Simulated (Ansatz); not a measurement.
`[NH2][Al]([NH2])[F]` + `[Cl][Ga]([Cl])[Cl]` → `[NH2][Al]([F])[Cl]` + `[NH2][Ga]([Cl])[Cl]`  (redistribution)

Computed with Ansatz on PBE0-D4/def2-TZVP structures; ΔE is electronic, products minus reactants. CCSD(T)/CBS is the MP2 limit (def2-TZVPP, def2-QZVPP) plus CCSD(T) − MP2 in def2-TZVPP, frozen cores. This one scheme is used for every species. Functionals use def2-TZVPP. B3LYP here is the variant with VWN-RPA as its local correlation; programs differ in this. HSE06 is defined as in plane-wave codes. For Ga outer-core shells are correlated without core-valence functions, which leaves a few kJ/mol of doubt a bond. Scalar relativity is left out up to krypton. Each species was taken in one conformer, which may not be the lowest.

`[NH2][Al]([NH2])[F]`:

Z-matrix (Å, degrees):
```
N
Al 1 1.758
H 1 1.006 2 123.9
H 1 1.006 2 125.6 3 -180.0
N 2 1.758 1 123.8 3 180.0
F 2 1.652 1 118.1 3 -0.0
H 5 1.006 2 125.6 1 -0.0
H 5 1.006 2 123.9 1 180.0
```

`[Cl][Ga]([Cl])[Cl]`:

Cartesian coordinates in Å:
```
Cl -1.259 -0.083 -1.693
Ga 0.000 0.000 0.000
Cl 2.090 0.172 -0.246
Cl -0.832 -0.090 1.939
```

`[NH2][Al]([F])[Cl]`:

Z-matrix (Å, degrees):
```
N
Al 1 1.746
H 1 1.006 2 124.6
H 1 1.006 2 124.3 3 -180.0
F 2 1.641 1 119.8 3 -0.0
Cl 2 2.079 1 121.2 3 180.0
```

`[NH2][Ga]([Cl])[Cl]`:

Cartesian coordinates in Å:
```
N 0.402 0.698 -0.710
Ga -0.251 -0.475 0.476
Cl -0.184 -0.059 2.558
Cl -1.083 -2.319 -0.174
H 0.765 1.597 -0.446
H 0.351 0.558 -1.703
```

**Question.** Is it downhill or uphill in electronic energy at CCSD(T)/CBS, and by how much? (An estimate is asked.)

**Answer.** Ansatz gave: Downhill: ΔE = -0.16 eV.

**Question.** What do these levels give: B3LYP-D4, B2PLYP, B3LYP, HSE06, MP2/def2-SVP, MP2/def2-QZVPP? (Estimate.)

**Answer.** Computed: B3LYP-D4 -0.08, B2PLYP -0.10, B3LYP -0.08, HSE06 -0.10, MP2/def2-SVP -0.16, MP2/def2-QZVPP -0.16 eV.

Largest T1 diagnostic among the species: 0.011.

Leaving LDA and LC-ωPBE aside and taking each functional with its dispersion term where it has one, the values, not all of them listed here, spread over 0.05 eV, from ωB97X-V to BLYP-D4. LDA lies −0.03 eV from PBE without D4. In def2-TZVPP, CCSD(T) changes the Hartree–Fock value by −0.05 eV (the triples alone add −0.00 eV) and MP2 by −0.07 eV.
